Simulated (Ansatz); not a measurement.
A structure relaxed at PBE0-D4/def2-TZVP, charge 0, multiplicity 2:

```xyz
11

C    -0.5295    1.5110   -0.3332
C    -0.3194    0.0196   -0.5731
Si    0.2904   -0.8934    0.9441
O     0.5938   -2.4517    0.4688
H    -0.8537    2.0193   -1.2444
H    -1.2897    1.6909    0.4312
H     0.3907    1.9968    0.0020
H     0.4231   -0.1475   -1.3633
H    -1.2438   -0.4543   -0.9169
H     1.5460   -0.2545    1.4695
H     0.9920   -3.0362    1.1153
```

(1) Give its formula and SMILES.

(2) Summarise the bond lengths by kind.

Results:

(1) C2H7OSi, `CC[SiH]O`.

(2) 1 × C–C 1.525 Å; 5 × C–H 1.093 to 1.097 Å; 1 × C–Si 1.873 Å; 1 × O–Si 1.657 Å; 1 × H–Si 1.504 Å; 1 × H–O 0.958 Å.

Program: Ansatz 0.2.0.
